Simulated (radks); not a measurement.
Question: Species: Tl XVI. Configuration: [Kr] 4d10 4f14 5s2 5p4. Method: Dirac Kohn-Sham, PBE, spin-unpolarised, spherical densities, point nucleus; open shells fill j = l - 1/2 first; computed with a radial shooting solver on a logarithmic mesh with Libxc functionals. Some entries of the table are withheld. Estimate them.

orbital  occ.  eigenvalue (hartree)  <r> (bohr)  <r^2> (bohr^2)
1s1/2       2             -3153.241     0.01631       0.0003686
2s1/2       2                   (1)     0.06804        0.005544
2p1/2       2             -547.8744     0.05588        0.003910
2p3/2       4             -471.9349     0.06468        0.005094
3s1/2       2             -144.6478      0.1769         0.03593
3p1/2       2             -134.5352      0.1673         0.03269
3p3/2       4             -117.6354      0.1834         0.03905
3d3/2       4             -101.0071         (2)             (3)
3d5/2       6             -97.39553         (4)             (5)
4s1/2       2             -40.85589      0.3906             (6)
4p1/2       2             -36.49560         (7)          0.1750
4p3/2       4             -32.36539         (8)          0.2061
4d3/2       4             -25.25663      0.4306          0.2139
4d5/2       6             -24.48131      0.4413          0.2245
4f5/2       6             -15.27370      0.4524          0.2429
5s1/2       2             -15.14522      0.8236          0.7553
4f7/2       8             -15.09796      0.4580          0.2488
5p1/2       2             -13.54581      0.8604          0.8266
5p3/2       2             -12.58441      0.9207          0.9455

Answer: 
(1) 2s1/2 eigenvalue (hartree): -570.3580
(2) 3d3/2 <r> (bohr): 0.1594
(3) 3d3/2 <r^2> (bohr^2): 0.02982
(4) 3d5/2 <r> (bohr): 0.1643
(5) 3d5/2 <r^2> (bohr^2): 0.03154
(6) 4s1/2 <r^2> (bohr^2): 0.1724
(7) 4p1/2 <r> (bohr): 0.3921
(8) 4p3/2 <r> (bohr): 0.4259
